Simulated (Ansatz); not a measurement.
Gas-phase electronic energies from Ansatz, PBE0-D4/def2-TZVP geometries. CBS: MP2 limit from def2 TZ/QZ plus the TZ coupled-cluster correction, frozen cores. Functionals use def2-TZVPP. def2 core potentials past Kr. For In, Se outer-core shells are correlated without core-valence functions, which leaves a few kJ/mol of doubt a bond. Scalar relativity is left out up to krypton. One conformer a species, not always the lowest.

Consider the formal exchange of groups at the In–H bond: `[Cl][InH][SeH]` + `C=CCCCCCC` → `[CH3][In]([Cl])[SeH]` + `C=CCCCCC`.

Is it downhill or uphill in electronic energy at CCSD(T)/CBS, and by how much? (Best estimate.)

Ansatz gave: Downhill: ΔE = -9.0 kcal/mol.

What do these levels give: PBE0-D4, PBE, r2SCAN, PBE0, CCSD/def2-TZVPP, SCS-MP2/def2-QZVPP? (An estimate is asked.)

Ansatz gave: PBE0-D4 -7.8, PBE -8.1, r2SCAN -8.3, PBE0 -7.5, CCSD/def2-TZVPP -8.2, SCS-MP2/def2-QZVPP -9.4 kcal/mol.

Largest T1 diagnostic among the species: 0.012.

In def2-TZVPP, CCSD(T) changes the Hartree–Fock value by −3.5 kcal/mol (the triples alone add −0.6 kcal/mol) and MP2 by −5.2 kcal/mol.
